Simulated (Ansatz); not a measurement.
```xyz
8

C     0.381    0.451   -1.256
O     0.664   -0.553   -0.304
In   -0.281   -0.653    1.406
Cl   -2.016    0.822    1.781
Cl    0.305   -2.227    2.965
H     0.438    0.006   -2.254
H     1.122    1.256   -1.197
H    -0.614    0.898   -1.143
```

Total charge 0; spin multiplicity 1. In: def2 effective core potential.

**Question.** List the PBE0/def2-TZVPP orbital energies in eV (Ansatz). (An estimate is asked.)

**Answer.** Computed: Occupied: -2767.58, -2767.48, -522.90, -279.46, -259.39, -259.30, -197.68, -197.58, -197.54, -197.53, -197.45, -197.44, -129.72, -86.23, -86.00, -85.91, -28.06, -23.75, -23.63, -22.76, -22.70, -22.67, -21.90, -21.63, -18.75, -13.64, -12.62, -12.42, -11.73, -10.43, -9.74, -9.52, -9.38, -9.28, -8.57, -8.22. Lowest empty: -2.52, -1.36, 0.74, 0.86, 1.80, 2.09, 2.39, 2.99.
